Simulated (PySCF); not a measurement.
BCl$_{3}$, singlet, at a GFN2-xTB geometry. Base run: PySCF with M062X/def2-SVP.

The PySCF input:
```python
from pyscf import gto, scf, dft, solvent

mol = gto.M(
    atom='''
B    -0.00012924    0.00017465   -0.01065182
Cl    0.02666439    1.72290836    0.02897049
Cl    1.47887022   -0.88426276   -0.03139692
Cl   -1.50549659   -0.83869697    0.00555932
''',
    basis='def2-svp',
    verbose=4,
)

mf = dft.RKS(mol)
mf.xc = 'm062x'
mf.kernel()
```

Each row names what was changed in the base input (with any setting that the change needs).

```
change                                                  ΔE vs base (kcal/mol)  dipole (D)  HOMO-LUMO gap (eV)
------------------------------------------------------  ---------------------  ----------  ------------------
base                                                                    0.000        0.02                9.91
model = IEF-PCM; solvent = toluene; vdw_scale = 1.1                    -0.429        0.02                9.95
model = C-PCM; solvent = toluene                                       -0.344        0.02                9.95
model = IEF-PCM; solvent = toluene; vdw_scale = 1.0                     -0.75        0.02                9.97
model = IEF-PCM; solvent = toluene                                     -0.262        0.02                9.94
model = ddCOSMO; solvent = toluene                                     -0.354        0.02                9.95
model = IEF-PCM; solvent = 2-propanol                                  -0.547        0.02                9.97
model = SS(V)PE; solvent = toluene                                     -0.261        0.02                9.94
model = IEF-PCM; solvent = methanol                                    -0.569        0.02                9.98
model = IEF-PCM; solvent = toluene; lebedev_order = 11                 -0.255        0.02                9.94
model = IEF-PCM; solvent = dimethylsulfoxide                           -0.578        0.02                9.98
model = COSMO; solvent = toluene                                       -0.283        0.02                9.94
```

The base is the gas phase, so ΔE is the electrostatic part of solvation at a fixed geometry, without cavity and dispersion terms.
